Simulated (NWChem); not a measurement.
Molecule: C2H3O2, doublet; SMILES [C](OC)=O

```xyz
7

C      0.4796     1.3324     0.0865
O     -0.6191     0.4648     0.4126
C     -0.5138    -0.7786     0.0265
O      0.3558    -1.3296    -0.5611
H      0.6113     1.3823    -1.0038
H      0.2199     2.3184     0.4865
H      1.4051     0.9612     0.5494
```
Atoms are numbered in this order, from 1.

All runs: NWChem. Spin-unrestricted. Structure relaxed at the PBE0/def2-SVP, spin-unrestricted level. No stability test was run on the SCF state. Level: M05-2X/def2-SVP with SMD (1 M gas to 1 M solution), gas-phase geometry. Reactions with the solvent are ignored.

### Question
Order these by “cavity-dispersion-structure term (kcal/mol)”, lowest first: ethylene glycol; diethyl ether; dichloromethane; water.

### Answer
diethyl ether (0.7), dichloromethane (2.2), water (6.1), ethylene glycol (8.6)
